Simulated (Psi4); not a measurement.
CHO$_{3}$, charge -2, doublet, geometry from GFN2-xTB of the parent state (a state made from the parent by changing its charge; the spin is typed, not shown lowest) (a gas-phase anion, which may not be bound at this level); B3LYP/6-31G** (Psi4 1.11).

Here is a job for Psi4.
```
memory 2 GB

molecule mol {
-2 2
  O     1.133934   -0.595474    0.060069
  C    -0.172049    0.046248   -0.010546
  O    -0.117490    1.273465    0.033117
  O    -1.108087   -0.728969   -0.101257
  H     1.765446    0.130336    0.127853
}

set basis 6-31g**
set reference uks

energy('b3lyp')
print_variables()
```

### Question
Write the output that Psi4 gives for this input, abridged.

### Answer

```
   => Loading Basis Set <=

    Name: 6-31G**
    Role: ORBITAL
    Keyword: BASIS

         ---------------------------------------------------------
                                   SCF
               by Justin Turney, Rob Parrish, Andy Simmonett
                          and Daniel G. A. Smith
                              UKS Reference
         ---------------------------------------------------------

  ==> Geometry <==

    Molecular point group: c1
    Full point group: C1

    Geometry (in Angstrom), charge = -2, multiplicity = 2:

       Center              X                  Y                   Z               Mass
    ------------   -----------------  -----------------  -----------------  -----------------
         O            1.162644862987    -0.593358055772     0.062147835248    15.994914619570
         C           -0.143338137013     0.048363944228    -0.008467164752    12.000000000000
         O           -0.088779137013     1.275580944228     0.035195835248    15.994914619570
         O           -1.079376137013    -0.726853055772    -0.099178164752    15.994914619570
         H            1.794156862987     0.132451944228     0.129931835248     1.007825032230

  Running in c1 symmetry.

  Rotational constants: A =      0.41940  B =      0.38236  C =      0.20001 [cm^-1]
  Rotational constants: A =  12573.36626  B =  11462.94425  C =   5996.25289 [MHz]
  Nuclear repulsion =  113.519557690566401

  Charge       = -2
  Multiplicity = 2
  Electrons    = 33
  Nalpha       = 17
  Nbeta        = 16

  ==> Algorithm <==

  SCF Algorithm Type is DF.
  DIIS enabled.
  MOM disabled.
  Fractional occupation disabled.
  Guess Type is SAD.
  Energy threshold   = 1.00e-06
  Density threshold  = 1.00e-06
  Integral threshold = 1.00e-12

  ==> Primary Basis <==

  Basis Set: 6-31G**
    Blend: 6-31G**
    Number of shells: 27
    Number of basis functions: 65
    Number of Cartesian functions: 65
    Spherical Harmonics?: false
    Max angular momentum: 2

  ==> DFT Potential <==

   => LibXC <=

    Version 7.1.2
    S. Lehtola, C. Steigemann, M. J. T. Oliveira, and M. A. L. Marques,  SoftwareX 7, 1–5 (2018) (10.1016/j.softx.2017.11.002)

   => Composite Functional: B3LYP <=

    B3LYP Hyb-GGA Exchange-Correlation Functional

    P. J. Stephens, F. J. Devlin, C. F. Chabalowski, and M. J. Frisch,  J. Phys. Chem. 98, 11623 (1994) (10.1021/j100096a001)

    Deriv               =              1
    GGA                 =           TRUE
    Meta                =          FALSE

    Exchange Hybrid     =           TRUE
    MP2 Hybrid          =          FALSE

   => Exchange Functionals <=

    0.0800   Slater exchange
    0.7200         Becke 88

   => Exact (HF) Exchange <=

    0.2000               HF

   => Correlation Functionals <=

    0.1900   Vosko, Wilk & Nusair (VWN5_RPA)
    0.8100   Lee, Yang & Parr

   => LibXC Density Thresholds  <==

    XC_HYB_GGA_XC_B3LYP:  1.00E-15

   => Molecular Quadrature <=

    Radial Scheme          =       TREUTLER
    Pruning Scheme         =           NONE
    Nuclear Scheme         =       TREUTLER

    Blocking Scheme        =         OCTREE
    BS radius alpha        =              1
    Pruning alpha          =              1
    Radial Points          =             75
    Spherical Points       =            302
    Total Points           =         107114
    Total Blocks           =            871
    Max Points             =            256
    Max Functions          =             64
    Weights Tolerance      =       1.00E-15

   => Loading Basis Set <=

    Name: (6-31G** AUX)
    Role: JKFIT
    Keyword: DF_BASIS_SCF

  ==> Integral Setup <==

  SCF_SUBTYPE=INCORE selected. In-core MEM_DF algorithm will be used.
  Using in-core AOs.

  ==> MemDFJK: Density-Fitted J/K Matrices <==

    J tasked:                   Yes
    K tasked:                   Yes
    wK tasked:                   No
    Algorithm:                 Core
    Schwarz Cutoff:           1E-12
[...]
    Irrep   Nso     Nmo
   -------------------------
     A         65      65
   -------------------------
    Total      65      65
   -------------------------

  ==> Iterations <==

                           Total Energy        Delta E     RMS |[F,P]|

   @DF-UKS iter SAD:  -263.84711489487768   -2.63847e+02   0.00000e+00
   @DF-UKS iter   1:  -263.49788322584982    3.49232e-01   1.69030e-02 ADIIS/DIIS
   @DF-UKS iter   2:  -262.78993760261102    7.07946e-01   2.55379e-02 ADIIS/DIIS
   @DF-UKS iter   3:  -263.92059724166756   -1.13066e+00   5.79655e-03 ADIIS/DIIS
   @DF-UKS iter   4:  -263.97050176238326   -4.99045e-02   5.66320e-03 ADIIS/DIIS
   @DF-UKS iter   5:  -264.02052447204215   -5.00227e-02   2.83312e-03 ADIIS/DIIS
   @DF-UKS iter   6:  -264.03245279437130   -1.19283e-02   1.64268e-03 ADIIS/DIIS
   @DF-UKS iter   7:  -264.03809920643738   -5.64641e-03   5.99703e-04 ADIIS/DIIS
   @DF-UKS iter   8:  -264.03879094804427   -6.91742e-04   2.29312e-04 ADIIS/DIIS
   @DF-UKS iter   9:  -264.03887418970811   -8.32417e-05   5.68758e-05 DIIS
   @DF-UKS iter  10:  -264.03888393417583   -9.74447e-06   9.43896e-06 DIIS
   @DF-UKS iter  11:  -264.03888432929921   -3.95123e-07   2.79791e-06 DIIS
   @DF-UKS iter  12:  -264.03888436132610   -3.20269e-08   6.60354e-07 DIIS
  Energy and wave function converged.

  ==> Post-Iterations <==

   Electrons on quadrature grid:
      Nalpha   =   17.0000049374 ; deviation = 4.937e-06
      Nbeta    =   16.0000002848 ; deviation = 2.848e-07
      Ntotal   =   33.0000052222 ; deviation = 5.222e-06

   @Spin Contamination Metric:   5.267311709E-04
   @S^2 Expected:                7.500000000E-01
   @S^2 Observed:                7.505267312E-01
   @S   Expected:                5.000000000E-01
   @S   Observed:                5.000000000E-01

    Orbital Energies [Eh]
    ---------------------

    Alpha Occupied:

[...]
    Alpha Virtual:

[...]
    Beta Occupied:

[...]
      16A      0.232129

    Beta Virtual:

[...]
      65A      4.776613

    Final Occupation by Irrep:
              A
    DOCC [    16 ]
    SOCC [     1 ]
    NA   [    17 ]
    NB   [    16 ]

  @DF-UKS Final Energy:  -264.03888436132610

   => Energetics <=

    Nuclear Repulsion Energy =            113.5195576905664012
    One-Electron Energy =                -604.3477267536022737
    Two-Electron Energy =                 252.8403159974790242
    DFT Exchange-Correlation Energy =     -26.0510312957692101
    Empirical Dispersion Energy =           0.0000000000000000
    VV10 Nonlocal Energy =                  0.0000000000000000
    Total Energy =                       -264.0388843613260974

  UHF NO Occupations:
  HONO-2 :   15  A 1.9999593
  HONO-1 :   16  A 1.9998312
  HONO-0 :   17  A 1.0000000
  LUNO+0 :   18  A 0.0001688
  LUNO+1 :   19  A 0.0000407
  LUNO+2 :   20  A 0.0000279
  LUNO+3 :   21  A 0.0000211

Computation Completed

Properties will be evaluated at   0.000000,   0.000000,   0.000000 [a0]

Properties computed using the SCF density matrix

 Multipole Moments:

 ------------------------------------------------------------------------------------
     Multipole            Electronic (a.u.)      Nuclear  (a.u.)        Total (a.u.)
 ------------------------------------------------------------------------------------

 L = 1.  Multiply by 2.5417464519 to convert [e a0] to [Debye]
 Dipole X            :         -3.4773509            1.6819408           -1.7954101
 Dipole Y            :         -0.4731074            0.1239552           -0.3491522
 Dipole Z            :         -0.2588529            0.1217983           -0.1370546
 Magnitude           :                                                    1.8341725

 ------------------------------------------------------------------------------------

  Variable Map:
  ----------------------------------------------------------------------------
[...]
  Array Variable Map:
  ----------------------------------------------------------------------------
[...]
[...]
```
